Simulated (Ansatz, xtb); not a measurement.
# Relative energy of two isomers of H5NOPSi

Structure X is `O[SiH2]N[PH]`, a doublet and structure Y is `N[SiH2]O[PH]`, a doublet. Both are isolated molecules in the gas phase, relaxed with B3LYP/6-31G*; the shapes shown needn't be the lowest conformers.

X (Å):

```tsv
atom	x (Å)	y (Å)	z (Å)
N	-0.6637	-1.0036	-1.5439
O	-3.4474	-1.0284	-0.8216
P	0.3524	-0.6798	-0.1781
Si	-2.1873	-1.8664	-1.5087
H	-3.6627	-0.1673	-1.2070
H	-2.0661	-3.0706	-0.6632
H	-2.4424	-2.1840	-2.9403
H	-0.3502	-0.6687	-2.4490
H	1.3716	-0.0067	-0.9253
```

Y (Å):

```xyz
9

N     1.7497   -0.2766   -1.4402
O    -0.9493   -1.1462   -0.8570
P    -2.2976   -0.3209   -1.3484
Si    0.5615   -0.6899   -0.2688
H     0.3663    0.5135    0.5788
H     1.0422   -1.8781    0.4671
H     1.7383    0.6285   -1.8946
H    -1.9499    0.9967   -0.8646
H     2.1503   -0.9838   -2.0449
```

Question: Estimate E(Y) − E(X) at the level CCSD(T)/def2-SVP + ΔMP2/def2-TZVPP.

Answer: Calculated at CCSD(T)/def2-SVP + ΔMP2/def2-TZVPP: E(Y) − E(X) = −2.5 kcal/mol, so structure Y lies lower.

How the difference moves with the method:

```json
{"level": "B3LYP/6-31G*", "geometry": "B3LYP/6-31G*", "E(Y) − E(X) (kcal/mol)": "−3.8", "departure from the last row (kcal/mol)": "−1.3", "job, with rough time for the two": "optimisation, 3.5 min"}
{"level": "HF/def2-SVP", "geometry": "B3LYP/6-31G*", "E(Y) − E(X) (kcal/mol)": "−3.4", "departure from the last row (kcal/mol)": "−0.9", "job, with rough time for the two": "part of the CCSD(T) run"}
{"level": "MP2/def2-SVP", "geometry": "B3LYP/6-31G*", "E(Y) − E(X) (kcal/mol)": "−1.2", "departure from the last row (kcal/mol)": "+1.3", "job, with rough time for the two": "part of the CCSD(T) run"}
{"level": "CCSD(T)/def2-SVP", "geometry": "B3LYP/6-31G*", "E(Y) − E(X) (kcal/mol)": "−1.4", "departure from the last row (kcal/mol)": "+1.1", "job, with rough time for the two": "single point"}
{"level": "CCSD(T)/def2-SVP + ΔMP2/def2-TZVPP", "geometry": "B3LYP/6-31G*", "E(Y) − E(X) (kcal/mol)": "−2.5", "departure from the last row (kcal/mol)": "", "job, with rough time for the two": "single point, 38 s"}
```

As drawn, Y has 1 O–P, 1 N–H in place of 1 N–P, 1 O–H.

The levels shown agree on the order. The largest departure from CCSD(T)/def2-SVP + ΔMP2/def2-TZVPP is that of B3LYP/6-31G*, 1.3 kcal/mol. Levels run at GFN2-xTB geometries aren't shown. The last row adds to CCSD(T) the change of the MP2 difference between the two basis sets, here −1.1 kcal/mol.

With harmonic frequencies from B3LYP/6-31G* (ideal gas, rigid rotor, one conformer each, 298.15 K, 1 atm): on the last row, ΔE + ΔZPE = −2.5 kcal/mol. A mode under 50 cm⁻¹ makes harmonic enthalpies and free energies unreliable, so none is given.

Open shells are spin-unrestricted. The correlated steps freeze 12 core orbitals. Programs: Ansatz 0.2.0; the last row on 2 threads of Arm Neoverse V1 on a shared host.
